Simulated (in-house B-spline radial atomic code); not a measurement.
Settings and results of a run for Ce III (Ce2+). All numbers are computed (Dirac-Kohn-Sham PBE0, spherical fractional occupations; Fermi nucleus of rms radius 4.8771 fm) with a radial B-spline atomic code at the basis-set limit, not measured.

Command:
```bash
python run_scf.py task.json out
```
Settings (nuclear radius in fm, mass in u):
```
Z                58
configuration    [Xe] 4f2
hamiltonian      dirac
method           pbe0
spin_polarised   False
nucleus          fermi
rms_radius       4.8771
atomic_mass      139.90545
speed_of_light   137.035999084
```

Output (hartree, bohr):
```
 radial grid: 79 intervals, B-splines of order 8, outer radius 53.7037 bohr

 iter        energy (Eh)    residual
    1       -8853.230584    5.66e-01
    2       -8856.901457    4.67e-01
    3       -8863.628627    8.84e-02
    4       -8863.852339    1.83e-02
    5       -8863.864053    6.53e-03
    6       -8863.865650    2.70e-03
    7       -8863.865813    9.16e-04
    8       -8863.865863    1.23e-04
    9       -8863.865863    6.66e-06
   10       -8863.865863    2.57e-07

 total energy                     -8863.86586
 kinetic                            9507.8927
 electron-nucleus                 -21573.8401
 Hartree                            3411.8191
 exact exchange                      -51.4231
 exchange-correlation               -158.3144

 first-order corrections (not in the total)
   Gaunt                             8.2586
   retardation                      -0.8614
   frequency dependence             -0.0932
   self-energy                       5.6787
   Uehling                          -0.8372
   Wichmann-Kroll                    0.0224
   recoil                            0.0229

 orbital      occ     eigenvalue          <r>       <r^2>       <1/r>       r_max    small
 1s1/2      2.000     -1482.8571    0.0245722 0.000820801     63.3415     0.01574  4.61e-02
 2s1/2      2.000      -238.5702      0.10471   0.0129961     14.9381     0.08919  1.00e-02
 2p1/2      2.000      -225.1170    0.0879676  0.00953917       14.91       0.068  1.00e-02
 2p3/2      4.000      -208.6898    0.0941603   0.0107985     13.5077     0.07325  9.44e-03
 3s1/2      2.000       -51.9777     0.277949   0.0884088     5.39627      0.2546  3.07e-03
 3p1/2      2.000       -46.2724     0.267832   0.0833749     5.30627      0.2415  3.01e-03
 3p3/2      4.000       -43.0237     0.279919   0.0908586     4.95769      0.2528  2.85e-03
 3d3/2      4.000       -33.0810     0.251111   0.0744087     4.81938      0.2033  2.72e-03
 3d5/2      6.000       -32.3856     0.254906   0.0765339     4.73077      0.2065  2.67e-03
 4s1/2      2.000       -10.9018     0.638253    0.459623     2.22539      0.5936  9.37e-04
 4p1/2      2.000        -8.7638     0.657732     0.49198     2.12001      0.6033  8.70e-04
 4p3/2      4.000        -8.0687     0.684757    0.533035     2.00727      0.6275  8.18e-04
 4d3/2      4.000        -4.5448     0.743125    0.640879     1.78394      0.6496  6.70e-04
 4d5/2      6.000        -4.4233      0.75302    0.657937     1.75549      0.6577  6.56e-04
 5s1/2      2.000        -1.9526      1.54573      2.6824    0.854962       1.391  1.97e-04
 5p1/2      2.000        -1.3616      1.73295     3.39423    0.754796       1.525  1.57e-04
 5p3/2      4.000        -1.2637      1.81231     3.71147     0.71624       1.592  1.44e-04
 4f5/2      0.857        -0.4151      1.27328     2.26134     1.10207      0.7346  2.92e-04
 4f7/2      1.143        -0.4055      1.29409     2.34391     1.08817      0.7404  2.86e-04
```

Run time, properties included: 2.6 s on 1 thread of Arm Neoverse V2, with other jobs on the host.

For the Dirac Hamiltonian the kinetic term is c α·p + (β - 1)c².

Caution: exact exchange at fractional occupations of open shells leaves self-interaction of up to several eV.
